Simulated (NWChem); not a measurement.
System: SiCl2F2; SMILES F[Si](F)(Cl)Cl

Input file for NWChem:

```
start job
memory heap 200 mb stack 900 mb global 1100 mb
geometry units angstroms noautosym nocenter noautoz
  F      0.000000     1.288618    -1.266923
  Si     0.000000     0.000000    -0.323471
  F      0.000000    -1.288618    -1.266923
  Cl     1.672895     0.000000     0.806964
  Cl    -1.672895     0.000000     0.806964
end
basis spherical
  * library 6-31g*
end
dft
  xc hfexch
  iterations 150
  mulliken
end
task dft energy
esp
  recalculate
  probe 0.07
  range 0.3
  factor 1.0
  spacing 0.02
end
task esp
```

Parts of the log:

```
             Northwest Computational Chemistry Package (NWChem) 7.3.0
             --------------------------------------------------------

                             Geometry "geometry" -> ""
                             -------------------------

 Output coordinates in angstroms (scale by  1.889725989 to convert to a.u.)

  No.       Tag          Charge          X              Y              Z
 ---- ---------------- ---------- -------------- -------------- --------------
    1 F                    9.0000     0.00000000     1.28861800    -1.26692300
    2 Si                  14.0000     0.00000000     0.00000000    -0.32347100
    3 F                    9.0000     0.00000000    -1.28861800    -1.26692300
    4 Cl                  17.0000     1.67289500     0.00000000     0.80696400
    5 Cl                  17.0000    -1.67289500     0.00000000     0.80696400

 Effective nuclear repulsion energy (a.u.)     380.0162601168

  xc_inp: hfexch multiplicative factor not found.

                                 NWChem DFT Module
                                 -----------------

 Summary of "ao basis" -> "ao basis" (spherical)
 ------------------------------------------------------------------------------
       Tag                 Description            Shells   Functions and Types
 ---------------- ------------------------------  ------  ---------------------
 F                           6-31g*                  6       14   3s2p1d
 Si                          6-31g*                  8       18   4s3p1d
 Cl                          6-31g*                  8       18   4s3p1d

            General Information
            -------------------
          SCF calculation type: DFT
          Wavefunction type:  closed shell.
          No. of atoms     :     5
          No. of electrons :    66
           Alpha electrons :    33
            Beta electrons :    33
          Charge           :     0
          Spin multiplicity:     1
          Use of symmetry is: off; symmetry adaption is: off
          Maximum number of iterations: 150
          AO basis - number of functions:    82
                     number of shells:    36
          Convergence on energy requested:  1.00D-06
          Convergence on density requested:  1.00D-05
          Convergence on gradient requested:  5.00D-04

              XC Information
              --------------
                     Hartree-Fock (Exact) Exchange  1.000

      Superposition of Atomic Density Guess
      -------------------------------------

 Sum of atomic energies:       -1406.46313700

      Non-variational initial energy
      ------------------------------

 Total energy =   -1407.445749
 1-e energy   =   -2706.942048
 2-e energy   =     919.480039
 HOMO         =      -0.439657
 LUMO         =       0.042279

     ---------------------------------------------
      Total Density - Mulliken Population Analysis
     ---------------------------------------------

    Atom       Charge   Shell Charges
 -----------   ------   -------------------------------------------------------
    1 F    9     9.59   2.00  0.95  3.46  1.00  2.18  0.01
    2 Si  14    12.13   2.00  2.00  5.97  0.68  0.97  0.06  0.19  0.26
    3 F    9     9.59   2.00  0.95  3.46  1.00  2.18  0.01
    4 Cl  17    17.35   2.00  2.00  5.98  1.37  3.67  0.56  1.76  0.01
    5 Cl  17    17.35   2.00  2.00  5.98  1.37  3.67  0.56  1.76  0.01

   convergence    iter        energy       DeltaE   RMS-Dens  Diis-err
 ---------------- ----- ----------------- --------- --------- ---------
 d= 0,ls=0.0,diis     1  -1406.9050376086 -1.79D+03  9.53D-03  7.34D-01
 d= 0,ls=0.0,diis     2  -1406.9682093808 -6.32D-02  2.94D-03  2.36D-01
 d= 0,ls=0.0,diis     3  -1406.9895189355 -2.13D-02  6.49D-04  2.82D-03
 d= 0,ls=0.0,diis     4  -1406.9899802554 -4.61D-04  2.30D-04  2.77D-04
 d= 0,ls=0.0,diis     5  -1406.9900320584 -5.18D-05  5.33D-05  1.08D-05
  Resetting Diis
 d= 0,ls=0.0,diis     6  -1406.9900350600 -3.00D-06  1.65D-05  5.45D-07
 d= 0,ls=0.0,diis     7  -1406.9900352497 -1.90D-07  2.43D-06  2.29D-08

         Total DFT energy =    -1406.990035249724
      One electron energy =    -2706.754815643621
           Coulomb energy =     1015.646247760737
    Exchange-Corr. energy =      -95.897727483645
 Nuclear repulsion energy =      380.016260116804

 Numeric. integr. density =        0.000000000000

                       DFT Final Molecular Orbital Analysis
                       ------------------------------------

 Vector   31  Occ=2.000000D+00  E=-5.213304D-01
              MO Center=  4.1D-12, -3.2D-15,  7.0D-01, r^2= 3.9D+00
   Bfn.  Coefficient  Atom+Function         Bfn.  Coefficient  Atom+Function
  ----- ------------  ---------------      ----- ------------  ---------------
    54      0.494178  4 Cl py                72      0.494178  5 Cl py
    58      0.262977  4 Cl py                76      0.262977  5 Cl py
    50     -0.190534  4 Cl py                68     -0.190534  5 Cl py
     5     -0.097516  1 F  pz                37      0.097516  3 F  pz
     9     -0.084096  1 F  pz                41      0.084096  3 F  pz

 Vector   32  Occ=2.000000D+00  E=-5.049773D-01
              MO Center= -4.1D-12,  2.8D-15,  7.5D-01, r^2= 3.9D+00
   Bfn.  Coefficient  Atom+Function         Bfn.  Coefficient  Atom+Function
  ----- ------------  ---------------      ----- ------------  ---------------
    54      0.511980  4 Cl py                72     -0.511980  5 Cl py
    58      0.286446  4 Cl py                76     -0.286446  5 Cl py
    50     -0.197398  4 Cl py                68      0.197398  5 Cl py
     3     -0.068100  1 F  px                35      0.068100  3 F  px
     7     -0.057466  1 F  px                39      0.057466  3 F  px

 Vector   33  Occ=2.000000D+00  E=-4.935921D-01
              MO Center= -2.2D-12, -2.8D-15,  7.5D-01, r^2= 4.0D+00
   Bfn.  Coefficient  Atom+Function         Bfn.  Coefficient  Atom+Function
  ----- ------------  ---------------      ----- ------------  ---------------
    55     -0.372686  4 Cl pz                73      0.372686  5 Cl pz
    53      0.368642  4 Cl px                71      0.368642  5 Cl px
    59     -0.206219  4 Cl pz                77      0.206219  5 Cl pz
    57      0.203520  4 Cl px                75      0.203520  5 Cl px
    51      0.143146  4 Cl pz                69     -0.143146  5 Cl pz

 Vector   34  Occ=0.000000D+00  E= 1.417577D-01
              MO Center=  5.7D-13,  2.8D-13,  3.1D-01, r^2= 4.4D+00
   Bfn.  Coefficient  Atom+Function         Bfn.  Coefficient  Atom+Function
  ----- ------------  ---------------      ----- ------------  ---------------
    24      1.838935  2 Si s                 56     -0.639802  4 Cl s
    74     -0.639802  5 Cl s                 57      0.560667  4 Cl px
    75     -0.560667  5 Cl px                27      0.429217  2 Si pz
    20      0.365709  2 Si s                  6     -0.305528  1 F  s
    38     -0.305528  3 F  s                 59      0.285908  4 Cl pz

 Vector   35  Occ=0.000000D+00  E= 1.847957D-01
              MO Center=  3.6D-14, -2.1D-13, -5.6D-02, r^2= 4.4D+00
   Bfn.  Coefficient  Atom+Function         Bfn.  Coefficient  Atom+Function
  ----- ------------  ---------------      ----- ------------  ---------------
    26      1.182973  2 Si py                 6     -0.437718  1 F  s
    38      0.437718  3 F  s                 22      0.353638  2 Si py
    58     -0.290801  4 Cl py                76     -0.290801  5 Cl py
    54     -0.204643  4 Cl py                72     -0.204643  5 Cl py
     9     -0.145640  1 F  pz                29      0.146337  2 Si d -1

 Vector   36  Occ=0.000000D+00  E= 1.932398D-01
              MO Center= -1.8D-12,  9.2D-15, -9.3D-01, r^2= 4.3D+00
   Bfn.  Coefficient  Atom+Function         Bfn.  Coefficient  Atom+Function
  ----- ------------  ---------------      ----- ------------  ---------------
    27      1.391596  2 Si pz                56     -0.490709  4 Cl s
    74     -0.490709  5 Cl s                  6      0.378737  1 F  s
    38      0.378737  3 F  s                 57      0.331111  4 Cl px
    75     -0.331111  5 Cl px                23      0.298437  2 Si pz
     8     -0.170560  1 F  py                40      0.170560  3 F  py

[...]

                     NWChem Electrostatic Potential Fit Module
                     -----------------------------------------

 Atom parameters

 Number of atoms is                                    5
 Number of basis functions is                         82

 Grid parameters

 Maximum number of grid points is                  29141
 Number of grid points is                          29140
 Grid range                                     0.300000 nm
 Grid spacing                                   0.020000 nm
 Probe radius                                   0.070000 nm
 Atom radius factor                             1.000000

 Atomic radii

    9    0.128000
   14    0.187000
   17    0.169000
 FASTESP  F
  using M.O. file = ./job.movecs

    Atom              Coordinates                           Charge

                                                  ESP

    1 F     0.000000    0.128862   -0.126692   -0.315587
    2 Si    0.000000    0.000000   -0.032347    1.066325
    3 F     0.000000   -0.128862   -0.126692   -0.315667
    4 Cl    0.167290    0.000000    0.080696   -0.217122
    5 Cl   -0.167290    0.000000    0.080696   -0.217949
                                            ------------
                                                0.000000

 Dipole moment                                  0.196057

 Quadrupole moment Qxx                         -0.996948
                   Qyy                          0.817385
                   Qzz                          0.179563

 RMS deviation kJ/mol                           0.082694

 RRMS %                                        42.372814
```

Level: Hartree-Fock/6-31G* (spherical d). Geometry: optimised at PBE0/def2-SVP.
